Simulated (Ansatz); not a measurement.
Ta(NH)(F)(Cl)2 (Cl2FHNTa), SMILES [Ta]([F])([Cl])(=[NH])[Cl], multiplicity 1.

Coordinates come from a B3LYP-D3(BJ)/def2-SVP optimisation. The multiplicity is an assumed one; no other spin state was optimised. The structure was generated by enumeration; whether it is a known compound was not checked. The def2 effective core potentials stand for the cores of Ta; spin–orbit coupling is left out.

Two levels are set side by side: PBE/def2-SVPD (Ansatz, a first-principles code) and CAM-B3LYP/def2-SVPD (Ansatz). Energy differences of separate SCF runs at the same geometry; the states with an electron removed or added have multiplicity 2 and 2. Differences are taken from unrounded values.

| quantity | CAM-B3LYP |
|---|---|
| vertical ionisation energy (eV) | 10.74 |
| vertical electron affinity (eV) | 0.73 |
| vertical singlet–triplet gap (eV) | 4.18 |

Question: What does PBE give, and how far is it from CAM-B3LYP? (Estimate from the structure and the level; the computed values follow.)

Answer: 
| quantity | PBE | PBE minus CAM-B3LYP |
|---|---|---|
| vertical ionisation energy (eV) | 10.29 | -0.45 |
| vertical electron affinity (eV) | 0.36 | -0.37 |
| vertical singlet–triplet gap (eV) | 4.29 | 0.11 |
